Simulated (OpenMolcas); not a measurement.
**Pt6+ in a point-charge field**

Pt6+ among 6 point charges of -1.7 e arranged as a trigonal prism (D3h), 1.82 Å from the ion, with a polar angle of 57.0° against the regular 49.1°.

```
Program             : OpenMolcas
Method              : CASSCF
Basis               : ANO-RCC-VDZP [7s6p4d2f]
Scalar Hamiltonian  : DKH2, point nucleus
Active space        : 4 electrons in 5 orbitals (5d)
State averaging     : 2S+1 = 5 even, 5 roots; 2S+1 = 3 even, 45 roots; 2S+1 = 1 even, 50 roots
Spin-orbit coupling : RASSI with atomic mean-field integrals over the reference wave functions
```

The lowest spin-free states (labels of D3, the rotations of D3h), above the lowest:

```tsv
State	Degeneracy	E (cm-1)	Free-ion L (%)
5E	2	0.0	D (100)
5E	2	264.3	D (100)
5A1	1	5947	D (100)
3A2	1	16454	H (62)
3E	2	18910	H (82)
3A2	1	18921	F (42)
3A1	1	18957	F (42)
3E	2	20717	H (100)
3E	2	21514	H (91)
3E	2	23142	H (79)
3A2	1	23490	F (40)
3E	2	23567	P (56)
3E	2	24915	F (63)
3A1	1	25224	G (78)
3A2	1	25283	G (78)
3E	2	25493	G (73)
1E	2	26317	I (63)
3E	2	26775	F (61)
3A2	1	27393	P (59)
1A1	1	28095	G (64)
```

The lowest levels with spin-orbit coupling:

| E (cm-1) | Degeneracy | Label | 2S+1 | g |
| --- | --- | --- | --- | --- |
| 0.0 | 1 | A1 | 5 (59 %) |  |
| 6862 | 1 | A2 | 5 (83 %) |  |
| 7777 | 2 | E | 5 (82 %) | 0.00 0.00 2.67 |
| 12911 | 2 | E | 5 (89 %) | 0.00 0.00 3.61 |
| 13660 | 2 | E | 5 (89 %) | 0.00 0.00 5.07 |
| 14086 | 1 | A1 | 5 (89 %) |  |
| 17303 | 1 | A2 | 5 (84 %) |  |
| 17411 | 1 | A1 | 5 (84 %) |  |
| 17415 | 1 | A2 | 5 (84 %) |  |
| 17718 | 2 | E | 5 (78 %) | 0.00 0.00 1.68 |
| 18554 | 2 | E | 5 (70 %) | 0.00 0.00 4.80 |
| 19629 | 2 | E | 5 (58 %) | 0.00 0.00 10.75 |
| 20090 | 1 | A1 | 5 (62 %) |  |
| 20097 | 1 | A2 | 5 (63 %) |  |
| 21383 | 1 | A1 | 3 (49 %) |  |
| 22208 | 2 | E | 5 (53 %) | 0.00 0.00 3.30 |
| 22413 | 2 | E | 5 (64 %) | 0.00 0.00 6.84 |
| 27070 | 1 | A1 | 5 (49 %) |  |
| 29420 | 2 | E | 3 (69 %) | 0.00 0.00 3.26 |
| 29903 | 2 | E | 3 (63 %) | 0.00 0.00 2.20 |

Powder χT (cm3 K/mol): 0 at 2 K, 0.00108 at 10 K, 0.00542 at 50 K, 0.0108 at 100 K, 0.0217 at 200 K, 0.0325 at 300 K. The effective moment at 300 K is 2.828 √(χT) = 0.51 μB.

Spin-orbit coupling mixes the spin-free states strongly: the lowest level takes only 27 % from its leading state, 5E, which lies 264 cm-1 above the lowest spin-free state. Without dynamic correlation the repulsion within the d shell is too large (B by tens of per cent), so at a given field states of lower spin stand too high. Point charges give a weaker field than real ligands, and real ions of this kind are as a rule low spin; the high spin found here belongs to the model. This is an electrostatic model: the charges have no orbitals. No measured value stands beside these numbers.

With an even number of electrons the g values are those of a degenerate or nearly degenerate non-Kramers pair.
